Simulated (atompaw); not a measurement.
# Co (Z = 27): PAW (atompaw) pseudisation with LDA (PW92), scalar-relativistic reference atom.

atompaw 4.2.0.5 input, output lines left out:

```
Co 27
LDA-PW scalarrelativistic loggrid 1500 logderivrange -7 5 301
4 4 3 0 0 0
4 0 1.75
4 1 0
3 2 7
0 0 0
c
c
c
v
c
v
v
v
2
2.30 2.15 1.60 1.35
y
0.7
n
n
y
3.75
n
bloechl sinc
3 0 troulliermartins
```

- Cutoffs needed: 55 Ry and 90 Ry (the cutoffs (Ry, on a coarse ladder) from which the occupation-weighted sum of valence levels, in a spherical-Bessel basis at the reference potential, stays within 10 and 1 mRy of its value at 400 Ry)
- Ghost test: ghost state, extra bound levels that the all-electron valence spectrum of the same l lacks: s at -23.3 eV; a true bound ghost makes a file unfit for plane-wave use (spherical-Bessel basis up to 400 Ry, 20 bohr box)
- Lowest eigenvalue of the overlap operator: 0.00 (s channel)
- Overlap eigenvalues printed by atompaw (projector basis): 0.0163, 0.634, 0.699, 2.27, 7.26, 13.4
- Share of each valence orbital outside the PAW sphere: 4s 63 %, 3p 0 %, 4p 85 %, 3d 5 %
